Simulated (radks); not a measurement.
Species: Be+. Configuration: [He] 2s0.5 3d0.5 (fractional occupations, a model configuration). All-electron calculation, Dirac Kohn-Sham, PBE, spin-unpolarised, spherical densities, finite nucleus; open shells are shared between the two j in proportion to 2j + 1; Fermi nuclear charge, rms radius 2.519 fm. Program: a radial shooting solver on a logarithmic mesh with Libxc functionals.

Radial electron density D(r) = 4 pi r^2 rho(r):

r (bohr)  D(r) (e/bohr)
0.01587         0.09802
0.02002          0.1508
0.02545          0.2332
0.03209          0.3516
0.04047          0.5227
0.05104          0.7639
0.06437           1.092
0.08183           1.536
0.1032            2.063
0.1301            2.655
0.1641            3.240
0.207             3.702
0.2631            3.900
0.3318            3.703
0.4185            3.105
0.5278            2.238
0.6709            1.321
0.8461           0.6645
1.067            0.3328
1.346            0.2486
1.697            0.2608
2.157            0.2492
2.721            0.1913
3.431            0.1327
4.327            0.1059
5.457           0.09568
6.937           0.06875
8.748           0.03247
11.03          0.009028
13.91          0.001252

D(r) has 2 maxima, at r = 0.265, 1.82 bohr, and minima at 1.39 bohr, inside which lie 2.08 electrons.
